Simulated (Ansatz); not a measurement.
A trace of molecular dynamics of AlClF2H3N (8 atoms, charge 0, multiplicity 1).

All numbers below come from RHF/def2-SVP in Ansatz 0.2.0.

```yaml
ensemble: NVE (velocity Verlet)
starting_velocities_drawn_for: 300 K
seed: 5240
```

```json
{"time (fs)": "0", "T (K)": "300", "potential energy less start (eV)": "0.000", "conserved less start (meV/atom)": "0.00"}
{"time (fs)": "4", "T (K)": "239", "potential energy less start (eV)": "0.047", "conserved less start (meV/atom)": "0.03"}
{"time (fs)": "8", "T (K)": "197", "potential energy less start (eV)": "0.080", "conserved less start (meV/atom)": "0.02"}
{"time (fs)": "12", "T (K)": "178", "potential energy less start (eV)": "0.095", "conserved less start (meV/atom)": "0.05"}
{"time (fs)": "16", "T (K)": "466", "potential energy less start (eV)": "-0.128", "conserved less start (meV/atom)": "0.16"}
{"time (fs)": "20", "T (K)": "717", "potential energy less start (eV)": "-0.331", "conserved less start (meV/atom)": "-1.02"}
{"time (fs)": "24", "T (K)": "1165", "potential energy less start (eV)": "-0.673", "conserved less start (meV/atom)": "-0.22"}
{"time (fs)": "28", "T (K)": "967", "potential energy less start (eV)": "-0.515", "conserved less start (meV/atom)": "0.30"}
{"time (fs)": "32", "T (K)": "991", "potential energy less start (eV)": "-0.517", "conserved less start (meV/atom)": "2.43"}
{"time (fs)": "36", "T (K)": "1393", "potential energy less start (eV)": "-0.844", "conserved less start (meV/atom)": "0.38"}
{"time (fs)": "40", "T (K)": "2841", "potential energy less start (eV)": "-1.997", "conserved less start (meV/atom)": "-3.25"}
{"time (fs)": "44", "T (K)": "2516", "potential energy less start (eV)": "-1.726", "conserved less start (meV/atom)": "-0.96"}
{"time (fs)": "48", "T (K)": "1762", "potential energy less start (eV)": "-1.133", "conserved less start (meV/atom)": "0.05"}
{"time (fs)": "52", "T (K)": "1630", "potential energy less start (eV)": "-1.048", "conserved less start (meV/atom)": "-2.07"}
{"time (fs)": "56", "T (K)": "1018", "potential energy less start (eV)": "-0.553", "conserved less start (meV/atom)": "0.49"}
{"time (fs)": "60", "T (K)": "1832", "potential energy less start (eV)": "-1.202", "conserved less start (meV/atom)": "-1.70"}
{"time (fs)": "64", "T (K)": "1690", "potential energy less start (eV)": "-1.079", "conserved less start (meV/atom)": "-0.12"}
{"time (fs)": "68", "T (K)": "2338", "potential energy less start (eV)": "-1.591", "conserved less start (meV/atom)": "-1.37"}
{"time (fs)": "72", "T (K)": "2546", "potential energy less start (eV)": "-1.762", "conserved less start (meV/atom)": "-2.54"}
{"time (fs)": "76", "T (K)": "1600", "potential energy less start (eV)": "-1.005", "conserved less start (meV/atom)": "0.45"}
{"time (fs)": "80", "T (K)": "1343", "potential energy less start (eV)": "-0.790", "conserved less start (meV/atom)": "2.42"}
{"time (fs)": "84", "T (K)": "1283", "potential energy less start (eV)": "-0.758", "conserved less start (meV/atom)": "0.45"}
{"time (fs)": "88", "T (K)": "2308", "potential energy less start (eV)": "-1.583", "conserved less start (meV/atom)": "-3.21"}
{"time (fs)": "92", "T (K)": "2006", "potential energy less start (eV)": "-1.330", "conserved less start (meV/atom)": "-0.93"}
{"time (fs)": "96", "T (K)": "1856", "potential energy less start (eV)": "-1.210", "conserved less start (meV/atom)": "-0.46"}
{"time (fs)": "100", "T (K)": "1883", "potential energy less start (eV)": "-1.247", "conserved less start (meV/atom)": "-2.40"}
```

Question: Is this trajectory sound?

Answer: The conserved energy stayed within 3.5 meV per atom of its start (net change -2.4 meV per atom), so there is no drift, though single steps change it by up to 30 meV in the whole system, a sign of fast motions only just resolved. The kinetic energy rose, since the run started high on the potential surface and went downhill. A run of 0.1 ps of so small a system gives no equilibrium averages. The orbitals stay closed-shell, which can raise the energy where a bond breaks towards radicals; this wasn't checked here. The time step was 0.5 fs.

The run took 4.5 min on 1 thread of Arm Neoverse V2, with other jobs on the host, peak memory 0.17 GiB.
